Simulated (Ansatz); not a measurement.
System: BH₂Se₂, charge 0, doublet. BH2Se2 (SMILES [SeH][B][SeH], doublet).
B3LYP-D3(BJ)/def2-TZVP minimum from Ansatz (a quantum-chemistry and plane-wave program):
```xyz
5

B      0.6122    -0.3514     0.0498
Se    -0.4604    -0.3886     1.6238
H      0.4623    -1.2069     2.4334
Se     0.3845     0.4438    -1.6596
H     -0.9420     1.0865    -1.4656
```
Charge 0, spin multiplicity 2.

Total energies in cc-pVDZ, 17 correlated electrons, 29 frozen orbitals. Open shells are spin-unrestricted; no spin-orbit coupling. Correlated methods leave the cores frozen (noble-gas shells, and filled d and f shells in the p block). No relativity.

```csv
method,program,energy (Eh),minus CCSDT(Q) (mEh)
HF,Ansatz,-4825.46323,347.89
MP2,Ansatz,-4825.75905,52.07
CCSD,Ansatz,-4825.79744,13.68
CCSD(T),Ansatz,-4825.80905,2.06
CCSDT(Q),Ansatz,-4825.81112,0.00
```

Rough core times of Ansatz's runs on a shared machine: CCSD(T) under 20 s, CCSDT(Q) 4 min.
